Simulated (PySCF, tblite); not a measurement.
Isomers of C5H12O3Si. Method: GFN2-xTB as coded in tblite; computed harmonic values from a numerical Hessian at the method's own geometry, unscaled. Errors from tens to a few hundred cm⁻¹ against measured bands are possible. Modes of hydrogen on silicon can be 10 to 20 % off. One conformer each.

Electronic energies: PBE0/pcSseg-1 single points on the GFN2-xTB geometries (PySCF, gas phase).

```csv
SMILES,"electronic energy, lowest = 0 (kJ/mol)"
CCOC(=O)[C@H](C)O[SiH3],35.8
CC[C@](C)(O[SiH3])C(=O)O,0.0
CC[C@H]([SiH3])OC(=O)OC,106.7
```

How do GFN2-xTB zero-point energies change the relative energies?

```tsv
SMILES	ZPE (kJ/mol)	of it from modes above 1550 cm⁻¹	electronic (kJ/mol)	with ZPE, lowest = 0 (kJ/mol)	lowest mode (cm⁻¹)	rings
CC[C@](C)(O[SiH3])C(=O)O	427.2	216.6	0.0	0.0	51	0
CCOC(=O)[C@H](C)O[SiH3]	426.2	213.1	35.8	34.9	7	0
CC[C@H]([SiH3])OC(=O)OC	424.3	213.2	106.7	103.9	25	0
```

The zero-point energies span 2.9 kJ/mol, from `CC[C@H]([SiH3])OC(=O)OC` to `CC[C@](C)(O[SiH3])C(=O)O`. The order is unchanged.

And how do the electronic energies of GFN2-xTB itself compare?

`CC[C@](C)(O[SiH3])C(=O)O` 0.0; `CCOC(=O)[C@H](C)O[SiH3]` 17.8; `CC[C@H]([SiH3])OC(=O)OC` 134.8 kJ/mol, lowest = 0. Against the energies above, taken from the same isomer `CC[C@](C)(O[SiH3])C(=O)O`, the largest difference is 28.1 kJ/mol.
